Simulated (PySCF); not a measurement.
## Os³⁺ (osmium, charge +3) across methods

[Xe] 4f14 5d5, high-spin 6S determinant. Calculation: PySCF 2.14, in def2-QZVPPD with the def2 core potential (60 electrons) (7s5p4d4f2g, 88 functions); a scalar-relativistic core potential.

| method | E (hartree) | mean ε 5p α (eV) | mean ε 5p β (eV) | mean ε 5d α (eV) | Σ⟨r²⟩ (bohr²) | ⟨S²⟩ |
| --- | --- | --- | --- | --- | --- | --- |
| PBE | -88.6520 | -81.820 | -78.090 | -36.526 | 26.65 | 8.750 |
| r2SCAN | -88.6877 | -83.655 | -78.694 | -36.958 | 26.44 | 8.751 |
| HSE06 | -88.6326 | -85.240 | -80.006 | -37.889 | 26.55 | 8.750 |
| PBE0 | -88.6349 | -85.670 | -80.423 | -38.318 | 26.54 | 8.750 |
| LDA | -88.4136 | -81.716 | -78.098 | -36.554 | 26.84 | 8.750 |
| B97-3 | -88.6499 | -85.870 | -80.787 | -38.173 | 26.47 | 8.750 |
| BP86 | -88.7188 | -81.871 | -78.319 | -36.547 | 26.62 | 8.750 |
| UHF | -88.09493 | -96.369 | -85.998 | -42.916 | 26.42 | 8.751 |
| CAM-B3LYP | -88.5778 | -86.986 | -82.003 | -39.577 | 26.60 | 8.750 |

Energies and moments cover only the electrons outside the core potential. Spin-orbit coupling, which splits the p, d and f shells strongly at this Z, is absent.
